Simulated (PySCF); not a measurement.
Vertical excitations of a molecule C3H7AlO from TDDFT-PBE/def2-SVPD run with PySCF 2.14.0, as energy in eV (oscillator strength): 4.53 (0.000), 4.92 (0.090), 5.15 (0.000), 5.88 (0.119), 6.08 (0.002), 6.20 (0.003), 6.21 (0.001), 6.39 (0.006), 6.52 (0.001), 6.66 (0.001). Lowest triplet (TDA): 4.11 eV. The structure is a stationary point at ωB97X-D3(BJ)/def2-SVP. The values are those of a single conformer.

### Question
Identify the compound among the candidates.
(A) C=[CH][Al]([CH3])[OH]
(B) C=[CH][AlH][O]C
(C) C=C[CH2][AlH][OH]

### Answer
B, C=[CH][AlH][O]C
